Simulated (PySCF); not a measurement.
## Ni⁸⁺: ionisation energy

Ni⁸⁺ [Ar] 3d2 [3d3/2^2, M_J = 2] → Ni⁹⁺ [Ar] 3d1 [3d3/2^1, M_J = 3/2], as a difference of total energies. Computed with PySCF 2.14 in an even-tempered Gaussian basis (17 s from 0.43 bohr⁻², ratio 2.8; 12 p from 0.56 bohr⁻², ratio 2.8; 8 d from 0.56 bohr⁻², ratio 2.8; 4 f from 1.9 bohr⁻², ratio 3), with the two-component X2C-1e Hamiltonian. Correlated levels: [Ne] frozen; the 70 highest virtual spinors dropped. "Screened" scales the spin-orbit matrix elements by Boettger's factors to mimic the two-electron term; Breit and QED terms are absent.

```
                    method  ionisation energy (eV)
           GHF (spin-free)                  192.63
          GMP2 (spin-free)                  193.03
 GHF (screened spin-orbit)                  192.65
GMP2 (screened spin-orbit)                  193.04
```

How much does correlation contribute at GMP2 (screened spin-orbit)?

193.04 − (192.65) = 0.39 eV, measured against GHF (screened spin-orbit).

The labels give the starting determinants; with spin-orbit coupling the two ends relaxed to ⟨J²⟩ = 7.44, ⟨L²⟩ = 11.95, ⟨S²⟩ = 1.98 and ⟨J²⟩ = 3.77, ⟨L²⟩ = 6.00, ⟨S²⟩ = 0.75.

The determinant of Ni⁸⁺ mixes levels of different J (the jj label is only the starting occupation), so the difference between spin-free and spin-orbit rows is not the physical spin-orbit shift.

For comparison: 193.2 ± 0.5 eV (semi-empirical (NIST evaluation); NIST Atomic Spectra Database, ionization energies).
